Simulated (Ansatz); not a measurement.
Ansatz (a quantum-chemistry and plane-wave program) input:

Ansatz 0.2 input:
```yaml
crystal:
  periodic: [false, false, false]
  atoms:
    - {symbol: C, position_ang: [2.40013972, 0.03335904, -0.46602980]}
    - {symbol: C, position_ang: [0.90834637, 0.33201184, -0.56363656]}
    - {symbol: C, position_ang: [0.15014478, -0.23701217, 0.63508973]}
    - {symbol: C, position_ang: [-1.33301603, 0.13694070, 0.59745503]}
    - {symbol: C, position_ang: [-1.84013962, 1.03408361, 1.38052810]}
    - {symbol: C, position_ang: [-2.14687762, -0.61775574, -0.41935502]}
    - {symbol: H, position_ang: [2.82197037, 0.48051266, 0.43159910]}
    - {symbol: H, position_ang: [2.92595563, 0.43500863, -1.32917763]}
    - {symbol: H, position_ang: [2.57347105, -1.04022215, -0.42704158]}
    - {symbol: H, position_ang: [0.51662848, -0.09736575, -1.48757416]}
    - {symbol: H, position_ang: [0.75320816, 1.41242395, -0.60431442]}
    - {symbol: H, position_ang: [0.23265000, -1.32638879, 0.64329144]}
    - {symbol: H, position_ang: [0.59395764, 0.14790740, 1.55503642]}
    - {symbol: H, position_ang: [-1.51946463, 1.69008488, 2.15592860]}
    - {symbol: H, position_ang: [-3.19531834, -0.34392295, -0.34666296]}
    - {symbol: H, position_ang: [-2.04860797, -1.69030583, -0.25633773]}
    - {symbol: H, position_ang: [-1.79743477, -0.39387980, -1.42591846]}
basis:
  gaussian:
    orbitals: def2-TZVP
hamiltonian:
  xc: b3lyp
  dispersion: d3bj
magnetization: {spin_polarized: true, initial_magnetization: 1}
relax: {f_tol: 0.002, max_steps: 150}
```

**Question.** Predict the final energy.

**Answer.** -235.28001 Eh (B3LYP-D3(BJ)/def2-TZVP). The basis has 252 functions.

It need not be the lowest isomer of its formula.
